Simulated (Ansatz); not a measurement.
`[BH2][GeH2][CH]=O` + `N=CF` → `BN=CF` + `O=[CH][GeH3]` at 700 K and 1 bar (cleavage of the B–Ge bond).

Computed with Ansatz on PBE0-D4/def2-TZVP structures; ΔE is electronic, products minus reactants. CBS: MP2 limit from def2 TZ/QZ plus the TZ coupled-cluster correction, frozen cores. This one scheme is used for every species. For Ge outer-core shells are correlated without core-valence functions, which leaves a few kJ/mol of doubt a bond. Scalar relativity is left out up to krypton. Each species was taken in one conformer, which may not be the lowest.

| species | CCSD(T)/CBS energy (Eh) | H − E (kJ/mol) | S (J/(mol·K)) |
| --- | --- | --- | --- |
| `[BH2][GeH2][CH]=O` | -2217.06538 | 211.9 | 453.9 |
| `N=CF` | -193.72220 | 122.2 | 297.1 |
| `BN=CF` | -219.13545 | 167.9 | 359.5 |
| `O=[CH][GeH3]` | -2191.69659 | 160.7 | 381.7 |

H − E and S are ideal-gas, rigid-rotor, harmonic terms from PBE0-D4/def2-TZVP, for one conformer and one mirror image of each species. 1 Eh = 2625.50 kJ/mol, R = 8.31446 J/(mol·K).

Problem. By hand: ΔE, ΔH, ΔS and ΔG.

Solution. ΔE = (-219.13545) + (-2191.69659) − (-2217.06538) − (-193.72220) = -0.04446 Eh = -116.7 kJ/mol. Δ(H − E) = 167.9 + 160.7 − 211.9 − 122.2 = -5.5, so ΔH = -122.2 kJ/mol. ΔS = 359.5 + 381.7 − 453.9 − 297.1 = -9.8 J/(mol·K). ΔG = -122.2 − 700 × (-9.8)/1000 = -115.3 kJ/mol.

Problem. By hand: the equilibrium constant, and the temperature at which ΔG would vanish if ΔH and ΔS stayed fixed.

Solution. log₁₀ K = −ΔG/(RT ln 10) = 8.6. ΔG = 0 at ΔH/ΔS = 12469 K, far beyond where these terms or the molecules hold.

The number of gas molecules stays the same, so ΔS is small and ΔH decides. A doubt of 5 kJ/mol in ΔE shifts log₁₀ K by 0.4 here. Other conformers and mirror images would add mixing entropy, several J/(mol·K) or more a flexible species. Modes under 60 cm⁻¹, often nearly free rotors, make the harmonic entropy too high. These are equilibria of isolated gas molecules and say nothing of rates. Largest T1 diagnostic: 0.016 (customary marks: 0.02 for closed shells, 0.045 for open ones).
